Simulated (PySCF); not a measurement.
**Cost of excited-state runs on `C=CC(=C)C=C=S`, C$_{6}$H$_{6}$S**

Structure with atom numbers: `[CH2:1]=[CH:2][C:3](=[CH2:4])[CH:5]=[C:6]=[S:7]` (H(Xn): hydrogen on atom n). Ha(C4) is cis to C2; Ha(C1) is cis to C3; Hb(C4) is trans to C2; Hb(C1) is trans to C3.

PySCF with density fitting, on 1 thread of an Arm Neoverse N1, shared host. Command: `OMP_NUM_THREADS=1 python excited_run.py task.json out`

How long does each of these runs take, and how much memory?
- excited-state relaxation, PBE0/def2-SVP; state S1; TDDFT; grid level 1; writes grids
- excited-state relaxation, PBE0/def2-SVP; state T1; UKS; grid level 1


| run | level | basis functions | wall time | peak memory (GiB) |
| --- | --- | --- | --- | --- |
| excited-state relaxation | PBE0/def2-SVP | 132 | 4.7 min | 0.73 |
| excited-state relaxation | PBE0/def2-SVP | 132 | 3.8 min | 0.59 |

Times from a shared host are rough.
